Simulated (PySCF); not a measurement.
A calculated (LDA, PySCF 2.14, dyall-av2z, the non-relativistic Hamiltonian (point nucleus)) atom or ion has these occupied shells.

```
shell  electrons  orbital energy (eV)  rms radius, mean of both spins (bohr)
 1s β          1             -15592.9                                 0.0465
 1s α          1             -15592.9                                 0.0465
 2s α          1              -2085.6                                  0.192
 2s β          1              -2085.6                                  0.192
 2p α          3              -1902.0                                  0.168
 2p β          3              -1902.0                                  0.168
 3s α          1              -324.48                                  0.540
 3s β          1              -324.45                                  0.540
 3p α          3              -257.27                                  0.545
 3p β          3              -257.24                                  0.545
 3d α          5              -135.13                                  0.549
 3d β          5              -135.09                                  0.549
 4s α          1              -43.899                                   1.48
 4s β          1              -43.622                                   1.48
 4p α          3              -27.374                                   1.70
 4p β          3              -27.029                                   1.70
 4d α          1               -6.260                                   3.32
```

Problem. Name the element and its charge.

Solution. Sr⁺ (strontium, charge +1), in [Kr] 4d1, 2D determinant (an excited configuration).
